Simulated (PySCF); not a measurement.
Mapped SMILES: `[CH:1]#[C:2][SiH2:3][O:4][Si@H:5]([O:6][CH3:7])[O:8][SiH3:9]`; H(Xn) means a hydrogen on atom n. Ha(Si3) is pro-R; Hb(Si3) is pro-S.

- geometry from GFN2-xTB
- NMR shieldings at PBE0/pcSseg-1/GIAO
- program: PySCF
- rapidly exchanging positions averaged, non-relativistic, one computed conformer, gas phase

List the cross peaks expected in HSQC, COSY and HMBC spectra.

## Answers



HSQC (one-bond C–H):
```tsv
δH	δC
3.90 (H(C7))	51.1 (C7)
2.07 (H(C1))	104.4 (C1)
```

COSY cross peaks (H two or three bonds apart, from the bond graph; peaks can be absent where the dihedral angle is near 90°):
```tsv
δH	δH
5.25 (Ha(Si3))	5.13 (Hb(Si3))
```

HMBC (two and three bonds, from the bond graph):
```tsv
δH	δC
5.25 (Ha(Si3))	104.4 (C1), 90.9 (C2)
5.13 (Hb(Si3))	104.4 (C1), 90.9 (C2)
4.27 (H(Si5))	51.1 (C7)
2.07 (H(C1))	90.9 (C2)
```

References, each an isolated molecule treated in the same way: ¹H, ¹³C vs TMS.

Shifts are as computed. Against solution values, carbons near 30 ppm lie about +3 ppm off and those near 130 ppm about +5 ppm. Of 1309 compounds with measured shifts, 239 miss one by over three times the rms of a fit or turn the order of signals round; such compounds aren't used in these exercises.
